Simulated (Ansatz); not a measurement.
C₂H₃Cl₃Ge⁺, that is Ge(vinyl)Cl3 with one electron fewer. The state is a doublet with charge 1. Geometry PBE0-D4/def2-SVP, that of the neutral singlet; atoms count from 1.

Cartesian coordinates in Å:
```
Ge 0.577 -0.999 -0.404
C -0.601 0.510 -0.302
C -0.620 1.314 0.761
H -1.260 0.679 -1.161
H 0.037 1.150 1.622
H -1.298 2.173 0.811
Cl 1.803 -1.107 1.353
Cl 1.869 -0.881 -2.110
Cl -0.507 -2.840 -0.570
```

**Question.** Estimate the Mulliken populations from the PBE0/def2-TZVP orbitals of Ansatz.

**Answer.** 
```tsv
atom	charge (e)	spin (α − β)
Ge1	0.72	-0.05
C2	-0.08	0.30
C3	-0.06	0.35
H4	0.23	-0.01
H5	0.22	-0.01
H6	0.23	-0.01
Cl7	-0.11	0.09
Cl8	-0.07	0.17
Cl9	-0.07	0.17
```
Mulliken values depend strongly on the basis.

**Question.** Where does the spin sit?

**Answer.** Summed by element: Ge -0.05, C 0.65, H -0.03, Cl 0.44, of 1 unpaired in all. Largest on single atoms: C3 0.35, C2 0.30, Cl9 0.17.

**Question.** And the Mayer bond orders between heavy atoms (over 0.3)?

**Answer.** Ge1–C2 0.86 (1.92 Å); Ge1–Cl7 1.12 (2.15 Å); Ge1–Cl8 1.09 (2.14 Å); Ge1–Cl9 1.09 (2.14 Å); C2–C3 1.52 (1.33 Å).
